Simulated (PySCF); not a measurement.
## Static response to an electric field

ZnCl2(PH3)2 (singlet state).
Cartesian coordinates in Å at the PBE0-D3(BJ)/def2-SVP level; atoms count from 1:
```
atom  x, y, z in Å
Zn1    0.6436    0.0243    1.1208
Cl2    0.3659    0.1145    3.2522
Cl3    2.2416    0.0324   -0.4210
P4    -0.4164    1.9441   -0.1710
H5    -0.4895    1.7248   -1.5696
H6     0.5111    3.0147   -0.1907
H7    -1.6064    2.7071   -0.0139
P8    -0.2898   -1.9882   -0.1351
H9    -1.4102   -2.8519    0.0184
H10    0.7259   -2.9746   -0.1737
H11   -0.3913   -1.7593   -1.5302
```

Level: B3LYP/def2-SVPD (PySCF), static field, nuclei fixed, core orbitals frozen in the response. The polarisability tensor in these axes (au):

```
x   106.54  -0.42  -1.04
y    -0.42 120.55   0.55
z    -1.04   0.55 115.31
```

Question: Give the principal values, the mean and the anisotropy Δα = √{½[(α1 − α2)² + (α2 − α3)² + (α1 − α3)²]}.

Answer: Principal values 106.41, 115.36 and 120.63 au; mean 114.13 au = 16.91 Å³ = 18.82 × 10⁻⁴⁰ C²·m²/J; Δα = 12.45 au (11 % of the mean).

Question: What is the dipole moment, and where does it point?

Answer: (-4.45, -0.27, -4.21) D, 6.13 D in size, pointing from the negative to the positive side. Measured along this direction, the outermost atoms are Cl2 at the negative end and H11 and H5 at the positive end.

Question: Sum over states: ᾱ = Σ f/ω², ω in Eh. What share falls to these 15 lowest TDDFT singlets (eV, f)? 5.84, 0.0254; 5.86, 0.0097; 5.91, 0.0108; 5.98, 0.0318; 6.01, 0.0525; 6.06, 0.0807; 6.09, 0.0171; 6.16, 0.0174; 6.34, 0.0272; 6.36, 0.0230; 6.43, 0.0079; 6.49, 0.0010; 6.52, 0.0553; 6.64, 0.0408; 6.66, 0.0102.

Answer: They add up to 7.94 au, 7.0 % of the 114.13 au; the largest single term is 1.63 au, from the state at 6.06 eV. Terms in order: 0.55, 0.21, 0.23, 0.66, 1.08, 1.63, 0.34, 0.34, 0.50, 0.42, 0.14, 0.02, 0.96, 0.69, 0.17 au. Higher excitations give the rest. The strengths listed sum to 0.411.

Question: Directions of the eigenvectors, and the extent of the frame along each?

Answer: Largest value along (-0.04, 0.99, 0.11), where the nuclei span 5.95 Å; middle along (-0.11, -0.11, 0.99), 4.85 Å; least along (0.99, 0.02, 0.12), 3.71 Å. The response follows the extents in order.

Question: What molar refraction does this α imply?

Answer: Lorentz–Lorenz: R = (4π/3)N_A α = 2.5225 cm³/(mol·Å³) × 16.91 Å³ = 42.7 cm³/mol, in the limit of long wavelengths.

Question: Rayleigh depolarisation ratio (linearly polarised light, static tensor)?

Answer: ρ = 3Δα²/(45ᾱ² + 4Δα²) = 465.4/(586168 + 620.5) = 0.000793.

Isolated species at its PBE0-D3(BJ)/def2-SVP geometry, gas phase.
